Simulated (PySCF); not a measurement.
## Scandium: a sound run and one with changed settings

Sound run: Sc [Ar] 3d1 4s2, Sc⁺ [Ar] 3d1 4s1. All numbers are calculated (PySCF 2.14, scalar relativity by spin-free X2C-1e, in jorge-DZP-DKH (8s6p2d1f, 43 functions)). The sound run starts from symmetry-adapted Hartree-Fock orbitals and uses a fine grid where one is needed.

Changed run: initial guess minao, at most 50 SCF cycles, level shift 10.0 hartree.

```
species  method  sound run (hartree)  changed run (hartree)  converged
     Sc     UHF           -763.26357             -763.26346         no
     Sc   B3LYP           -764.19533             -764.19483         no
     Sc     LDA           -762.19400             -762.19290         no
    Sc⁺     UHF           -763.06641             -763.06626         no
    Sc⁺   B3LYP           -763.95419             -763.95369         no
    Sc⁺     LDA           -761.95010             -761.94930         no
```

A level shift slows the SCF but leaves a converged energy unchanged.
